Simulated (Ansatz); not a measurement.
`BOC(C)[SiH3]` + `CF` → `C[SiH3]` + `BOC(C)F`  (formal exchange of groups at the Si–C bond)

Isolated molecules relaxed with PBE0-D4/def2-TZVP in Ansatz; ΔE leaves out vibrations. CCSD(T)/CBS adds triple-zeta CCSD(T) − MP2 to the extrapolated MP2 energy (def2 sets, frozen cores). This one scheme is used for every species. DFT in def2-TZVPP. B3LYP here is the variant with VWN-RPA as its local correlation; programs differ in this. One conformer a species, not always the lowest.

`BOC(C)[SiH3]`:

Cartesian coordinates in Å:
```
B 0.942 -0.558 -2.042
O 0.954 -0.210 -0.748
C -0.235 0.159 -0.041
C -0.083 1.573 0.481
Si -0.506 -1.118 1.339
H -0.092 -0.558 -2.659
H 1.991 -0.858 -2.533
H -1.086 0.111 -0.734
H 0.778 1.652 1.148
H -0.976 1.874 1.035
H 0.060 2.276 -0.344
H -0.610 -2.477 0.747
H -1.767 -0.795 2.060
H 0.632 -1.071 2.293
```

`CF`:

Z-matrix (Å, degrees):
```
C
F 1 1.376
H 1 1.092 2 109.1
H 1 1.092 2 109.1 3 -120.0
H 1 1.092 2 109.1 3 120.0
```

`C[SiH3]`:

```xyz
8

C    -0.002    0.377   -0.912
Si    0.002   -0.338    0.816
H     0.729   -0.131   -1.544
H     0.247    1.441   -0.893
H    -0.985    0.267   -1.375
H    -0.335   -1.787    0.787
H    -0.997    0.355    1.675
H     1.342   -0.185    1.446
```

`BOC(C)F`:

```xyz
11

B    -1.332   -1.502   -0.249
O    -0.200   -0.934    0.212
C     0.330    0.217   -0.377
C     0.876    1.133    0.677
F     1.348   -0.184   -1.206
H    -1.693   -2.503    0.292
H    -1.934   -0.988   -1.152
H    -0.427    0.691   -1.012
H     1.340    2.001    0.209
H     1.620    0.601    1.272
H     0.071    1.469    1.332
```

Problem. Is it downhill or uphill in electronic energy at CCSD(T)/CBS, and by how much? (An estimate is asked.)

Solution. The calculation gave: Downhill: ΔE = -72.6 kJ/mol.

Problem. What do these levels give: PBE0-D4, B3LYP-D4, ωB97M-V, B2PLYP, PBE0, HF/def2-TZVPP, MP2/def2-TZVPP, SCS-MP2/def2-TZVPP, CCSD(T)/def2-TZVPP, SCS-MP2/def2-QZVPP, HF/CBS(def2), CCSD/CBS(def2)? (An estimate is asked.)

Solution. Computed: PBE0-D4 -74.9, B3LYP-D4 -69.1, ωB97M-V -77.1, B2PLYP -75.5, PBE0 -78.7, HF/def2-TZVPP -83.4, MP2/def2-TZVPP -74.8, SCS-MP2/def2-TZVPP -72.6, CCSD(T)/def2-TZVPP -74.1, SCS-MP2/def2-QZVPP -71.7, HF/CBS(def2) -82.7, CCSD/CBS(def2) -73.8 kJ/mol.

Largest T1 diagnostic among the species: 0.013.

The D4 term adds +6.4 kJ/mol with B3LYP and +3.7 kJ/mol with PBE0; it sums over pairs of atoms, weighted by their polarisabilities, and B3LYP, whose exchange is more repulsive, gets the larger term. In def2-TZVPP, CCSD(T) changes the Hartree–Fock value by +9.2 kJ/mol (the triples alone add +1.2 kJ/mol) and MP2 by +8.6 kJ/mol. From PBE to PBE0 (25 % exact exchange), in def2-TZVPP and without D4, ΔE moves by −3.8 kJ/mol.
